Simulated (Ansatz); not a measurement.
Mulliken charges of CuI (`[Cu][I]`) from PBE/def2-TZVPP in Ansatz (PBE0-D4/def2-TZVP geometry).

```tsv
atom	x (Å)	y (Å)	z (Å)	charge (e)
Cu1	1.013	-0.341	0.519	0.231
I2	-1.013	0.341	-0.519	-0.231
```

**Question.** By hand: the dipole of these point charges (1 e Å = 4.8032 D).

**Answer.** Σ q r = (0.468, -0.158, 0.240) e Å, of length 0.549 e Å = 2.64 D.

**Question.** How does the dipole of the full density compare? (Best estimate.)

**Answer.** Computed: (0.669, -0.225, 0.342) e Å, 3.77 D; the point charges give 0.70 times that, at 0° from its direction.

Point charges leave out the atoms' own dipoles, such as those of lone pairs, and Mulliken's split depends on the basis, so the two needn't agree.
